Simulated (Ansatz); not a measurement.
```yaml
crystal:
  periodic: [false, false, false]
  atoms:
    - {symbol: O, position_ang: [-0.112528, 1.823011, -0.777346]}
    - {symbol: C, position_ang: [0.554258, 0.714423, -0.310660]}
    - {symbol: Zn, position_ang: [1.056656, -0.994528, -1.409559]}
    - {symbol: O, position_ang: [0.186995, -2.134633, -0.166876]}
    - {symbol: Ge, position_ang: [-0.379697, -0.738259, 0.756973]}
    - {symbol: H, position_ang: [-0.974141, 1.562794, -1.114862]}
    - {symbol: H, position_ang: [1.476665, 1.062570, 0.158924]}
    - {symbol: H, position_ang: [-1.904353, -0.501232, 0.641791]}
    - {symbol: H, position_ang: [0.096145, -0.794136, 2.221595]}
basis:
  gaussian: {orbitals: def2-SVPD, fitting: {mean_field: cc-pVTZ-jkfit}}
hamiltonian: {xc: {name: B2GP-PLYP}}
scf: {lower_state_search: off}
output: {forces: true}
```

```sh
$ ansatz run in.yaml --threads 2 --pin off --events-out ev --progress --plain --max-ram 32768MiB --backend cpu
```

Problem. How does Ansatz answer? (An estimate is asked.)

Solution. Computed: The program refused the input.
```
Functional definition: B2GP-PLYP
Error: <dir> the basis set cc-pVTZ-JKFIT has no functions for Zn
```
